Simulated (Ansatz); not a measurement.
Abridged output of a molecular run in Ansatz:

```
Functional definition: HF
1819 factors; integrals over basis functions are off by at most 8.2e-4 eV
mean field evaluation 1: about -49522.7838 eV, gradient 3.8e1 eV
mean field evaluation 2: about -49523.2591 eV, gradient 3.9e1 eV
mean field evaluation 4: about -49526.7786 eV, gradient 4.1e0 eV
mean field evaluation 8: about -49526.8508 eV, gradient 3.7e-1 eV
mean field -49526.85144886 eV, -1820.0782202399 hartree, gradient 9.8e-6 eV, S^2 0.000000; 0 other end points of the search recorded, 0 dependent functions left out
23 core orbitals not correlated: weight in the atoms' cores, before any rotation towards them, 1.000 or more for the frozen orbitals, at most 0.000 for the correlated occupied ones
reference -49526.85144886 eV, -1820.0782202399 hartree; 21, 21 occupied and 259, 259 virtual orbitals, 1819 factors
second order -33.39146184 eV of doubles, -0.00000000 eV of singles
cycle   1  -34.15414196 eV  change   -7.6e-1 eV  update   1.2e-1
cycle   2  -34.89693876 eV  change   -7.4e-1 eV  update   3.5e-2
cycle   3  -35.06730543 eV  change   -1.7e-1 eV  update   1.7e-2
cycle   4  -35.05322967 eV  change    1.4e-2 eV  update   4.3e-3
cycle   5  -35.05081042 eV  change    2.4e-3 eV  update   1.8e-3
cycle   6  -35.05184606 eV  change   -1.0e-3 eV  update   4.8e-4
cycle   7  -35.05161175 eV  change    2.3e-4 eV  update   1.5e-4
cycle   8  -35.05162106 eV  change   -9.3e-6 eV  update   4.8e-5
perturbative correction -1.56083939 eV, -0.0573597898 hartree
Total energy: -49563.46390931 eV, -1821.4237033447 hartree
```

Its atoms:

Z-matrix (Å, degrees):
```
Si
Cl 1 2.026
Cl 1 2.017 2 109.8
O 1 1.620 2 111.2 3 116.9
Cl 1 2.026 2 108.9 3 -120.3
C 4 1.362 1 132.0 2 61.0
C 6 1.322 4 126.5 1 -0.7
H 6 1.084 4 110.8 1 179.3
H 7 1.083 6 123.2 4 -0.0
H 7 1.081 6 118.9 4 -180.0
```

Task: Which basis set was used?
A. cc-pV(D+d)Z
B. def2-TZVPP
C. def2-SVPD
D. def2-QZVPP

Result: B. It gives 303 functions.

Task: Write the keys of the input that set method, charge and spin (a neutral closed shell needs none for the last two).

Result: 
```yaml
correlation: {method: ccsd_t}
```
